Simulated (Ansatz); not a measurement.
Computed with Ansatz on PBE0-D4/def2-TZVP structures; ΔE is electronic, products minus reactants. CCSD(T)/CBS is the MP2 limit (def2-TZVPP, def2-QZVPP) plus CCSD(T) − MP2 in def2-TZVPP, frozen cores. This one scheme is used for every species. DFT in def2-TZVPP. B3LYP here is the variant with VWN-RPA as its local correlation; programs differ in this. HSE06 is defined as in plane-wave codes. One conformer a species, not always the lowest.

Consider the ligand exchange at the Si–S bond: `N[Si](F)(F)S` + HCl → `N[Si](F)(F)Cl` + H₂S.

(1) Is it downhill or uphill in electronic energy at CCSD(T)/CBS, and by how much? (An estimate is asked.)

(2) What do these levels give: LDA (SPW92), PBE-D4, revPBE-D4, r2SCAN-D4, PBE0-D4, HSE06-D4, BLYP, B3LYP, BHLYP, HF/def2-SVP, CCSD/def2-TZVPP, CCSD/CBS(def2)? (An estimate is asked.)

Largest T1 diagnostic among the species: 0.011.

Results:

(1) The calculation gave: Downhill: ΔE = -36.3 kJ/mol.

(2) Computed: LDA (SPW92) -30.4, PBE-D4 -31.0, revPBE-D4 -30.4, r2SCAN-D4 -36.8, PBE0-D4 -33.4, HSE06-D4 -33.6, BLYP -37.5, B3LYP -38.7, BHLYP -41.4, HF/def2-SVP -44.3, CCSD/def2-TZVPP -37.9, CCSD/CBS(def2) -37.8 kJ/mol.

In def2-TZVPP, CCSD(T) changes the Hartree–Fock value by +10.4 kJ/mol (the triples alone add +1.5 kJ/mol) and MP2 by +10.1 kJ/mol. From BLYP to BHLYP (50 % exact exchange), in def2-TZVPP and without D4, ΔE moves by −3.9 kJ/mol. Leaving LDA and LC-ωPBE aside and taking each functional with its dispersion term where it has one, the values, not all of them listed here, spread over 8.6 kJ/mol, from BHLYP-D4 to revPBE-D4.
